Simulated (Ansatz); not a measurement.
Basis-set series for CH6FNOSi, SMILES `N[SiH2]OCF`. Charge 0, multiplicity 1. The structure was optimised at the PBE0-D4/def2-TZVP level. It is one conformer, not always the lowest.

```xyz
11

N    -0.839   -0.429   -1.995
Si   -0.655    0.304   -0.475
O     0.314   -0.591    0.542
C     1.086   -0.052    1.532
F     0.298    0.385    2.579
H    -0.070   -0.537   -2.634
H    -1.554   -1.120   -2.152
H     0.025    1.618   -0.619
H    -2.009    0.425    0.110
H     1.750   -0.825    1.926
H     1.653    0.822    1.185
```

```csv
functional,basis,functions,energy (Eh),HOMO (eV),LUMO (eV)
PBE0-D4,def2-SVP,104,-560.37981,-7.74,1.37
PBE0-D4,def2-TZVPP,250,-560.81783,-7.97,0.58
ωB97M-V,def2-SVP,104,-560.66491,-10.15,3.09
ωB97M-V,def2-TZVPP,250,-561.11275,-10.39,2.05
```

Q: Give the rows for def2-QZVPP. (Estimate.)

A: Ansatz gave: 
```csv
functional,basis,functions,energy (Eh),HOMO (eV),LUMO (eV)
PBE0-D4,def2-QZVPP,478,-560.84360,-8.01,0.30
ωB97M-V,def2-QZVPP,478,-561.13703,-10.43,1.58
```

Positive LUMOs are unbound and depend on the basis.
